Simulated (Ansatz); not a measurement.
`O[Si](O)(O)[O][Ti]([OH])([OH])[OH]`, relaxed with RKS PBE0-D4/def2-TZVP in the Gaussian-basis code of Ansatz from a PBE-D4/def2-SVP geometry. The force threshold is 0.005 eV/Å; the program also tests the step.

The species carries charge 0 and has multiplicity 1.

Start:

```xyz
15

O    -0.613   -2.790    0.630
Si   -0.951   -1.289   -0.007
O    -1.932   -1.394   -1.358
O    -1.602   -0.418    1.239
O     0.446   -0.543   -0.571
Ti    1.113    1.072   -0.124
O     2.358    0.894    1.153
O    -0.340    1.979    0.568
O     1.765    1.921   -1.567
H    -0.430   -3.457   -0.054
H    -2.854   -1.616   -1.137
H    -1.364    0.540    1.166
H     2.603    0.111    1.678
H    -0.832    2.644    0.053
H     2.634    2.347   -1.667
```

```
        step  energy (eV)  largest force (eV/Å)  largest move (Å)
           1  -45414.8600                 0.912             0.000
           2  -45414.9545                 0.585             0.050
           3  -45414.9976                 0.102             0.074
4 (rejected)  -45414.9965                 0.243             0.098
           5  -45415.0078                 0.052             0.047
           6  -45415.0126                 0.030             0.100
           7  -45415.0133                 0.244             0.129
           8  -45415.0150                 0.045             0.019
9 (rejected)  -45415.0149                 0.134             0.046
          10  -45415.0157                 0.018             0.022
          11  -45415.0165                 0.058             0.055
          12  -45415.0170                 0.088             0.067
          13  -45415.0173                 0.056             0.015
          14  -45415.0175                 0.016             0.023
          15  -45415.0175                 0.008             0.016
          16  -45415.0176                 0.013             0.014
          17  -45415.0176                 0.012             0.010
          18  -45415.0176                 0.007             0.005
          19  -45415.0176                 0.003             0.004
```

End:

```xyz
15

O    -0.710   -2.748    0.691
Si   -0.998   -1.312   -0.024
O    -1.765   -1.511   -1.455
O    -1.856   -0.448    1.051
O     0.397   -0.537   -0.389
Ti    1.115    1.076   -0.078
O     2.507    0.930    1.038
O    -0.254    1.994    0.707
O     1.627    1.897   -1.586
H    -0.474   -3.469    0.106
H    -2.701   -1.710   -1.412
H    -1.614    0.486    1.104
H     2.811    0.250    1.640
H    -0.560    2.876    0.492
H     2.476    2.225   -1.885
```

It took 39 s on 4 threads of an AMD EPYC 7R13 on a shared host and a share of an NVIDIA H100 80 GB, with 1 GiB of host memory at the peak.
